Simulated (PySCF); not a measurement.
Compound: C3F6O.
SMILES: `O=C(C(F)(F)F)C(F)(F)F`

Linear response at CAM-B3LYP/def2-SVPD (PySCF, frozen core in the response, non-relativistic). Geometry: PBE0-D3(BJ)/def2-SVP; no solvent, vibrations or thermal averaging.

Static isotropic polarisability: 44.03 au (6.53 Å³), principal values 38.7, 46.0, 47.4 au.

**Question.** What is the polarisability at 1064 nm and at the sodium D line?

**Answer.** 44.22 au at 1064 nm (+0.4 %), 44.64 au at 589.3 nm (+1.4 %). The rise at 589.3 nm is 3.32 times that at 1064 nm; a pure ω² law gives 3.26. The lowest singlet lies at 301 nm, shorter than both wavelengths.

**Question.** What is the isotropic C6 coefficient between two such molecules, C6 = (3/π)∫α(iω)² dω?

**Answer.** 1186 au (Eh·bohr⁶) by a ten-point quadrature over imaginary frequencies, which is 708 eV·Å⁶ or 68.4 J·nm⁶/mol.

**Question.** Which effective excitation energy ω̄ makes London's formula C6 = (3/4)α²ω̄ exact here?

**Answer.** ω̄ = 4·C6/(3α²) = 0.815 Eh = 22.2 eV. A one-pole form α(ω) = α/(1 − ω²/ω̄²) fitted to the 1064 nm value gives 18.2 eV. London's choice of the ionisation energy (12.13 eV, ΔSCF at the same level) gives C6 = 648 au, 45 % too low.

**Question.** The lowest 6 singlets have (eV, f): 4.12, 0.000; 8.36, 0.000; 8.57, 0.001; 9.05, 0.003; 9.09, 0.001; 9.10, 0.003. What share of the static polarisability do they carry in the sum over states α = Σ f/ω²?

**Answer.** 0.09 au, 0.2 % of α; the largest term, 0.03 au, is that of the state at 9.05 eV. Their oscillator strengths add up to 0.01. Higher states carry the rest.

**Question.** How many electrons N does the Slater–Kirkwood formula C6 = (3/4)·√N·α^(3/2) need to give this C6?

**Answer.** N = (4·C6/3)²/α³ = 29.3; the species has 80 electrons in all.

**Question.** What molar refraction at the D line follows from R = (4π/3)·N_A·α′, with α′ the polarisability volume?

**Answer.** α′ = 6.61 Å³ gives R = 16.69 cm³/mol, for isolated, non-vibrating species.

**Question.** What three-body coefficient follows from the one-pole estimate C9 = (3/4)·α·C6?

**Answer.** 39200 au. This is an estimate from the two numbers above, not a computed integral.

**Question.** How anisotropic is the static polarisability, by Δα² = ½[(α1 − α2)² + (α2 − α3)² + (α3 − α1)²]?

**Answer.** Δα = 8.1 au, or 0.18 of the isotropic value.

Hardware: one thread of an Arm Neoverse V1, no GPU, shared host. Cost: 73 s of wall time. This is the whole response run at CAM-B3LYP/def2-SVPD, SCF included.

The values belong to the conformer `[O:1]=[C:2]([C:3]([F:4])([F:5])[F:6])[C:7]([F:8])([F:9])[F:10]`: O1–C2–C3–F4 -14°, O1–C2–C7–F8 99°.
